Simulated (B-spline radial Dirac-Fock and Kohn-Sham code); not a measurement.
# Kohn-Sham estimates against Dirac-Fock for the levels of Dy⁵⁺

System: Dy⁵⁺, [Kr] 4d10 4f8 5s2 5p5.

The density-functional columns are spherical, spin-unpolarised Dirac-Kohn-Sham results without Breit or QED terms: −ε is minus the orbital energy of the initial state and ΔSCF the difference of two total energies. The reference in the last column comes from Dirac-Fock ΔSCF + Breit + QED. All numbers are from a radial B-spline solver, in eV; a selection of levels is shown. For the 1s level of heavy atoms much of the gap between ΔSCF and the reference is the Breit and QED part, -238.7 eV here; for other levels the error of the functional can be larger.

| level | PBE −ε | PBE ΔSCF | LDA −ε | LDA ΔSCF | Dirac-Fock |
| --- | --- | --- | --- | --- | --- |
| 1s | 53661.7 | 54141.8 | 53612.6 | 54091.2 | 53865.2 |
| 2s | 8991.5 | 9080.1 | 8984.7 | 9073.7 | 9133.5 |
| 2p1/2 | 8555.5 | 8667.9 | 8552.6 | 8665.1 | 8661.4 |
| 2p3/2 | 7755.4 | 7855.7 | 7753.4 | 7853.9 | 7870.6 |
| 3s | 2058.4 | 2086.6 | 2056.6 | 2084.9 | 2132.2 |
| 3p1/2 | 1868.1 | 1898.0 | 1867.4 | 1897.3 | 1927.5 |
| 3p3/2 | 1702.0 | 1729.9 | 1701.5 | 1729.5 | 1760.8 |
| 3d3/2 | 1374.6 | 1407.2 | 1374.8 | 1407.5 | 1413.5 |
| 3d5/2 | 1338.3 | 1370.2 | 1338.5 | 1370.5 | 1378.0 |
| 4s | 464.7 | 478.7 | 463.8 | 477.9 | 501.8 |
| 4p1/2 | 389.4 | 403.3 | 389.1 | 403.0 | 419.7 |
| 4d3/2 | 227.9 | 241.0 | 227.9 | 241.1 | 245.9 |
| 4d5/2 | 221.1 | 234.1 | 221.1 | 234.1 | 239.1 |
| 4f | 71.70 | 83.36 | 72.08 | 83.75 | 80.01 |
| 5s | 110.8 | 119.3 | 111.1 | 119.7 | 120.6 |
| 5p | 84.58 | 92.32 | 84.90 | 92.67 | 90.77 |

Q: Order the estimates of the K (1s) level by their distance from the Dirac-Fock value, nearest first.
A. LDA −ε
B. PBE −ε
C. PBE ΔSCF
D. LDA ΔSCF

A: B (203.4 eV), D (226.0 eV), A (252.6 eV), C (276.6 eV).

An eigenvalue near the reference for a deep level is a cancellation of errors: it lacks relaxation, carries self-interaction and omits Breit and QED terms.

Values without a named source are computed, but for edge energies of neutral atoms, which are taken from tables.
